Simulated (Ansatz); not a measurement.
Program: Ansatz. Geometries: PBE0-D4/def2-TZVP. ΔE: electronic, gas phase. CCSD(T)/CBS adds triple-zeta CCSD(T) − MP2 to the extrapolated MP2 energy (def2 sets, frozen cores). This one scheme is used for every species. DFT in def2-TZVPP. For Ge outer-core shells are correlated without core-valence functions, which leaves a few kJ/mol of doubt a bond. Scalar relativity is left out up to krypton. Each species was taken in one conformer, which may not be the lowest.

Reaction (hydrogenolysis of a Ge–N bond): `CC(C)[NH][Ge]([CH3])([CH3])[Cl]` + H₂ → `[CH3][GeH]([CH3])[Cl]` + `CC(C)N`

`CC(C)[NH][Ge]([CH3])([CH3])[Cl]`:

Cartesian coordinates in Å:
```
C 1.195 1.400 1.582
C -0.018 1.247 0.674
C -0.544 2.601 0.224
N 0.246 0.410 -0.489
Ge 0.098 -1.402 -0.469
C -1.595 -1.911 0.324
C 0.452 -2.064 -2.255
Cl 1.624 -2.340 0.813
H 2.009 1.897 1.044
H 1.560 0.427 1.918
H 0.958 2.006 2.460
H -0.813 0.752 1.246
H 0.214 3.125 -0.367
H -1.433 2.482 -0.398
H -0.794 3.232 1.080
H 1.026 0.759 -1.031
H -1.706 -2.995 0.280
H -2.419 -1.442 -0.217
H -1.632 -1.605 1.370
H 0.432 -3.154 -2.257
H -0.299 -1.687 -2.950
H 1.439 -1.736 -2.584
```

H₂:

```xyz
2

H     0.371   -0.035   -0.021
H    -0.371    0.035    0.021
```

`[CH3][GeH]([CH3])[Cl]`:

Cartesian coordinates in Å:
```
C -1.514 -0.660 -0.230
Ge -0.136 0.677 0.069
C 1.666 -0.039 -0.046
Cl -0.394 1.395 2.103
H -1.388 -1.483 0.473
H -1.443 -1.049 -1.248
H -2.501 -0.221 -0.087
H -0.325 1.913 -0.829
H 1.781 -0.866 0.655
H 1.861 -0.401 -1.058
H 2.394 0.735 0.199
```

`CC(C)N`:

```xyz
13

C     0.262    1.336    0.275
C     0.327   -0.149   -0.033
C    -0.717   -0.923    0.750
N     0.088   -0.345   -1.458
H     1.018    1.889   -0.290
H    -0.720    1.733    0.005
H     0.436    1.523    1.337
H     1.321   -0.515    0.276
H    -0.570   -0.798    1.826
H    -0.665   -1.992    0.528
H    -1.719   -0.572    0.490
H     0.787    0.140   -2.007
H     0.151   -1.327   -1.698
```

```tsv
level	ΔE (eV)
r2SCAN-D4	0.07
ωB97M-V	0.05
B2PLYP	-0.02
PBE	-0.09
revPBE	-0.16
PBE0	-0.12
r2SCANh	0.00
HF/def2-QZVPP	-0.26
```

Problem. What does CCSD(T)/CBS give? (Estimate.)

Solution. The calculation gave: +0.10 eV. The listed levels differ from it by -0.03, -0.05, -0.12, -0.19, -0.26, -0.22, -0.10, -0.36 eV.

Largest T1 diagnostic among the species: 0.010.

In def2-TZVPP, CCSD(T) changes the Hartree–Fock value by +0.36 eV (the triples alone add +0.08 eV) and MP2 by +0.45 eV. Leaving LDA and LC-ωPBE aside and taking each functional with its dispersion term where it has one, the values, not all of them listed here, spread over 0.18 eV, from B97M-V to BLYP-D4. LDA lies +0.13 eV from PBE without D4.
